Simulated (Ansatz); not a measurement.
Gas-phase electronic energies from Ansatz, PBE0-D4/def2-TZVP geometries. CBS: MP2 limit from def2 TZ/QZ plus the TZ coupled-cluster correction, frozen cores. This one scheme is used for every species. DFT in def2-TZVPP. B3LYP here is the variant with VWN-RPA as its local correlation; programs differ in this. Each species was taken in one conformer, which may not be the lowest.

Reaction (redistribution): `O[SiH](O)S[SiH](O)F` + `O[SiH](O)[SiH3]` → `O[SiH](F)[SiH3]` + `O[SiH](O)S[SiH](O)O`

```json
{"level": "PBE-D4", "ΔE (kJ/mol)": "-0.6", "difference from CCSD(T)/CBS": "1.3"}
{"level": "r2SCAN-D4", "ΔE (kJ/mol)": "-1.3", "difference from CCSD(T)/CBS": "0.6"}
{"level": "PBE0-D4", "ΔE (kJ/mol)": "-1.3", "difference from CCSD(T)/CBS": "0.6"}
{"level": "B3LYP-D4", "ΔE (kJ/mol)": "-1.6", "difference from CCSD(T)/CBS": "0.3"}
{"level": "ωB97X-V", "ΔE (kJ/mol)": "-1.5", "difference from CCSD(T)/CBS": "0.4"}
{"level": "ωB97M-V", "ΔE (kJ/mol)": "-1.3", "difference from CCSD(T)/CBS": "0.6"}
{"level": "B2PLYP", "ΔE (kJ/mol)": "-1.6", "difference from CCSD(T)/CBS": "0.3"}
{"level": "PBE", "ΔE (kJ/mol)": "-0.5", "difference from CCSD(T)/CBS": "1.4"}
{"level": "r2SCAN", "ΔE (kJ/mol)": "-1.2", "difference from CCSD(T)/CBS": "0.7"}
{"level": "PBE0", "ΔE (kJ/mol)": "-1.3", "difference from CCSD(T)/CBS": "0.6"}
{"level": "B3LYP", "ΔE (kJ/mol)": "-1.6", "difference from CCSD(T)/CBS": "0.3"}
{"level": "HF/def2-TZVPP", "ΔE (kJ/mol)": "-3.0", "difference from CCSD(T)/CBS": "-1.1"}
{"level": "MP2/def2-TZVPP", "ΔE (kJ/mol)": "-1.5", "difference from CCSD(T)/CBS": "0.4"}
{"level": "SCS-MP2/def2-TZVPP", "ΔE (kJ/mol)": "-1.6", "difference from CCSD(T)/CBS": "0.3"}
{"level": "CCSD/def2-TZVPP", "ΔE (kJ/mol)": "-1.6", "difference from CCSD(T)/CBS": "0.3"}
{"level": "CCSD(T)/def2-TZVPP", "ΔE (kJ/mol)": "-1.3", "difference from CCSD(T)/CBS": "0.6"}
{"level": "HF/def2-QZVPP", "ΔE (kJ/mol)": "-3.1", "difference from CCSD(T)/CBS": "-1.2"}
{"level": "MP2/def2-QZVPP", "ΔE (kJ/mol)": "-1.8", "difference from CCSD(T)/CBS": "0.1"}
{"level": "SCS-MP2/def2-QZVPP", "ΔE (kJ/mol)": "-1.9", "difference from CCSD(T)/CBS": "0.0"}
{"level": "HF/CBS(def2)", "ΔE (kJ/mol)": "-3.1", "difference from CCSD(T)/CBS": "-1.2"}
{"level": "MP2/CBS(def2)", "ΔE (kJ/mol)": "-2.0", "difference from CCSD(T)/CBS": "-0.1"}
{"level": "CCSD/CBS(def2)", "ΔE (kJ/mol)": "-2.1", "difference from CCSD(T)/CBS": "-0.2"}
{"level": "CCSD(T)/CBS", "ΔE (kJ/mol)": "-1.9", "difference from CCSD(T)/CBS": "0"}
```

Largest T1 diagnostic among the species: 0.013.
